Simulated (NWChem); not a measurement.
Species: C$_{2}$H$_{2}$BFO$_{2}$; SMILES B1(F)COC1=O

```xyz
8

O      1.2788    -1.5822     0.0000
C      0.4229    -0.7590     0.0000
O     -0.9346    -1.0074     0.0000
C     -1.4117     0.3696     0.0000
B      0.0988     0.8285     0.0000
F      0.7621     1.9464     0.0000
H     -2.0153     0.5813     0.8971
H     -2.0153     0.5813    -0.8971
```
Atoms are numbered in this order, from 1.

Coordinates come from a PBE0/def2-SVP optimisation.

Question: Give the principal values of the shielding tensors (ppm) of O1, C2, O3, C4, B5 from PBE0/pcSseg-1, GIAO (NWChem), with their diamagnetic and paramagnetic parts as GIAO splits them.

Answer: 
```tsv
atom	σ11	σ22	σ33	isotropic	diamagnetic	paramagnetic
O1	-569.9	-267.9	228.1	-203.2	402.6	-605.8
C2	-74.7	38.8	50.0	4.7	251.4	-246.7
O3	-342.2	168.4	201.4	9.2	399.3	-390.1
C4	100.7	102.8	160.1	121.2	251.8	-130.6
B5	-19.1	76.1	78.6	45.2	190.3	-145.1
```
